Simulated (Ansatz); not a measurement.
Saddle point of SnNH$_{5}$S, singlet (SnNH₅S ([NH2][SnH2][SH]) → SnH₂S ([S][SnH2]) + NH₃ (still joined by a long Sn–N bond); bonds formed: N2–H4; bonds broken: S3–H4; bonds weakened to dative contacts: Sn1–N2), PBE0-D4/def2-TZVP structure:

```
8
angstrom
Sn -0.9856 0.2727 0.3372
N 1.0737 -0.0262 -0.1340
S -1.1265 -1.4939 -1.1699
H 0.3938 -0.9821 -0.8870
H -1.4107 1.8642 -0.1165
H -1.1895 0.0276 2.0158
H 1.6868 -0.3669 0.5989
H 1.5578 0.7046 -0.6446
```

Energies are electronic, without zero-point energy. Barriers and step energies count from the start structure reached by relaxing down the imaginary mode; all methods use the PBE0-D4 structures, on which another method's saddle can fall below an end. Program: Ansatz 0.2.0. Basis: def2-TZVPP, with def2-QZVPP for the basis limit. Cores are frozen in the correlated methods. Filled d shells of the heavier atoms are correlated. Core potentials replace the inner electrons of the atoms past krypton. The def2 sets are not built for correlating such inner shells, so the correlated values are less sure here. B3LYP uses VWN-RPA correlation. Extrapolation: Hartree–Fock as exp(−7.88 √X), correlation as X^−2.97.

```csv
method,barrier (eV),step energy (eV)
SPW92,?,0.055
PBE-D4,0.669,0.051
BLYP-D4,0.794,0.054
r2SCAN-D4,?,0.085
B97M-V,0.894,0.061
PBE0-D4,0.816,0.097
B3LYP-D4,0.905,0.094
r2SCAN0-D4,0.879,0.105
BHLYP-D4,1.086,0.140
CAM-B3LYP-D4,0.984,0.177
wB97X-V,1.013,0.212
wB97M-V,0.969,0.155
B2PLYP,0.931,0.118
PBE-QIDH,0.909,0.141
RPA on PBE,0.996,0.230
HF,?,0.164
MP2,0.887,0.159
CCSD,1.084,0.205
CCSD(T),0.978,0.181
```

Problem. Fill in the withheld barriers. (An estimate is asked for; the value comes from the calculation.)

Solution. By the calculation: SPW92 0.479; HF 1.458; r2SCAN-D4 0.779 eV. Each is the energy of the saddle less that of the start structure, by the same method.

For comparison, the barrier by CCSD(T) at an estimated basis limit (MP2 extrapolated from triple and quadruple zeta, plus CCSD(T) − MP2 in triple zeta) is 0.918 eV.

The T1 diagnostic stays at or below 0.015.

Labels in which every atom is bracketed show which atoms are joined, not bond orders.

For scale, one of the runs: CCSD(T)/def2-TZVPP, 193 basis functions, launched by `ansatz run in.yaml --threads 4 --pin off --events-out ev --progress --plain --max-ram 9574MiB`. Hardware: 4 CPU threads of an Intel Xeon, shared host. Wall time 64 s; peak host memory 2.4 GiB.
